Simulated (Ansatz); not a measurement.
Two isomers of C3H9AlO: A = `C[CH]([AlH2])CO`, B = `CCC[O][AlH2]`.

Isolated molecules relaxed with PBE0-D4/def2-TZVP in Ansatz; ΔE leaves out vibrations. CBS: MP2 limit from def2 TZ/QZ plus the TZ coupled-cluster correction, frozen cores. Functionals use def2-TZVPP. B3LYP here is the variant with VWN-RPA as its local correlation; programs differ in this. One conformer a species, not always the lowest.

**Question.** Which isomer does CCSD(T)/CBS put lower? Give the gap. (Best estimate.)

**Answer.** Computed: B, by 38.4 kcal/mol.

**Question.** Give E(B) − E(A) in kcal/mol with B3LYP, ωB97M-V, B2PLYP, HF/def2-TZVPP, PBE0-D4, MP2/def2-TZVPP, PBE-D4. (An estimate is asked.)

**Answer.** Computed: B3LYP -40.5, ωB97M-V -38.1, B2PLYP -40.4, HF/def2-TZVPP -43.0, PBE0-D4 -36.8, MP2/def2-TZVPP -39.1, PBE-D4 -36.2. None reverses the order clearly.

Largest T1 diagnostic: 0.011.

In def2-TZVPP, CCSD(T) changes the Hartree–Fock value by +4.2 kcal/mol (the triples alone add +0.6 kcal/mol) and MP2 by +3.9 kcal/mol. The D4 term adds +0.9 kcal/mol with B3LYP and +0.4 kcal/mol with PBE0; it sums over pairs of atoms, weighted by their polarisabilities, and B3LYP, whose exchange is more repulsive, gets the larger term.
